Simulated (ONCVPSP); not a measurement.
**B, ONCV: configuration errors across variants**

* Element: B (Z = 5)
* Generator: ONCVPSP 4.0.1
* Type: optimised norm-conserving Vanderbilt (ONCV)
* Functional: PBE
* Relativity: scalar-relativistic
* Frozen core: [He]
* Valence charge: 3
* Reference configuration: 2s2 2p1
* Partial waves: 2s: rc 1.20 bohr, ncon 3, nbas 6, qcut 6.7 1/bohr, 2 projectors, debl 3 Ha; 2p: rc 2.75 bohr, ncon 4, nbas 7, qcut 6 1/bohr, 3 projectors, debl 1.9 Ha
* Local potential: polynomial inside 0.95 bohr (lpopt 4, dvloc0 0 Ha)
* Core correction: polynomial model core, fcfact 0.7

All-electron excitation energies from the reference (eV): (1) 2s2 2p0 8.219; (2) 2s1 2p0 33.642; (3) 2s2 2p0.5 2.887; (4) 2s0 2p3 11.721.

Errors AE − PS in meV (a dash: test not solved or not reliable):

```csv
change,(1),(2),(3),(4),bound ghosts,GHOST(+) flags above zero
base,+41,+147,+5.9,-30,none,none
"local potential polynomial inside 0.95 bohr (lpopt 4, dvloc0 4.5 Ha)",+41,+147,+5.9,-30,none,none
"p: ncon 3, nbas 6",+49,+170,+7.0,-38,none,none
"all radii but the core radius scaled by about 0.83 (s 1.00, p 2.28 bohr); local potential polynomial inside 0.80 bohr (lpopt 4, dvloc0 0 Ha)",+25,+91,+3.4,-13,none,s
p: qcut 5.9,+43,+151,+6.0,-32,none,none
s: debl 2,+41,+147,+5.9,-30,none,none
s: nproj 1,+44,+158,+6.2,-30,none,none
"core correction polynomial model core, fcfact 1.28",+41,+143,+5.8,-30,none,none
s: nproj 0; local potential the s channel,+42,+153,+6.0,-30,none,none
```

Q: Give the same row for: s: qcut 4.6.

A: +42, +143, +6.0, -28; bound ghosts: none; GHOST(+) flags above zero: none.
